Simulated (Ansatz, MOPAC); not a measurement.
Gas-phase reaction in SMILES: [PH-][SiH3] → P[SiH2-]

Wanted: isomerisation energy (enthalpy at 298 K), in kcal/mol. Terms: dispersion terms only where a functional's name holds one; frozen cores in correlated levels; 6-31G* and kin with 6d, 5d where marked; non-relativistic; spin-orbit terms left out; PM7 with its own dispersion and hydrogen-bond terms. CBS(X,Y): correlation extrapolated as X^-3; Hartree-Fock from the larger set. The bracket is a focal-point correction in the basis named. Ab initio and DFT rows: single points at B3LYP-D3(BJ) geometries (Ansatz, a quantum-chemistry and plane-wave program), with unscaled harmonic terms from B3LYP/6-31G* at its own minima. Semi-empirical rows: MOPAC heats of formation at their own minima for 298 K. Sets without +, aug- or the D of def2-TZVPD hold no diffuse functions, which anions need.

| species | coefficient | E at HF/6-31G* (Ansatz), Eh | E at B3LYP/def2-TZVPD (Ansatz), Eh | H(298 K) - E, kcal/mol | heat of formation at PM7 (MOPAC), kcal/mol |
|---|---|---|---|---|---|
| [SiH3][PH-] | -1 | -631.95185 | -633.33734 | 23.10 | -151.34 |
| [SiH2-]P | +1 | -631.93154 | -633.31899 | 22.95 | -124.43 |

Coupled cluster (Ansatz) is a level with limits of its own, used here on species with T1 under 0.025 (0.045 for open shells) and stable references: RI-MP2/CBS(aug-cc-pV(T+d)Z,aug-cc-pV(Q+d)Z)+[CCSD(T)-MP2]/aug-cc-pV(T+d)Z. Value to compare with, RI-MP2/CBS(aug-cc-pV(T+d)Z,aug-cc-pV(Q+d)Z)+[CCSD(T)-MP2]/aug-cc-pV(T+d)Z (Ansatz): 13.2 kcal/mol. 1 Eh = 627.5095 kcal/mol.

### Question
Compute it at each level from the table, and compare with RI-MP2/CBS(aug-cc-pV(T+d)Z,aug-cc-pV(Q+d)Z)+[CCSD(T)-MP2]/aug-cc-pV(T+d)Z (Ansatz).

### Answer

- HF/6-31G*: the sum of coefficient times E is 0.02031 Eh, or 12.74 kcal/mol; the thermal terms add -0.15. Result: 12.6 kcal/mol. Its difference against RI-MP2/CBS(aug-cc-pV(T+d)Z,aug-cc-pV(Q+d)Z)+[CCSD(T)-MP2]/aug-cc-pV(T+d)Z (Ansatz) is -0.6 kcal/mol.
- B3LYP/def2-TZVPD: the sum of coefficient times E is 0.01835 Eh, or 11.51 kcal/mol; the thermal terms add -0.15. Result: 11.4 kcal/mol. Its difference against RI-MP2/CBS(aug-cc-pV(T+d)Z,aug-cc-pV(Q+d)Z)+[CCSD(T)-MP2]/aug-cc-pV(T+d)Z (Ansatz) is -1.8 kcal/mol.
- PM7: the sum of coefficient times heat of formation is 26.91 kcal/mol; it needs no thermal term. Its difference against RI-MP2/CBS(aug-cc-pV(T+d)Z,aug-cc-pV(Q+d)Z)+[CCSD(T)-MP2]/aug-cc-pV(T+d)Z (Ansatz) is 13.7 kcal/mol.
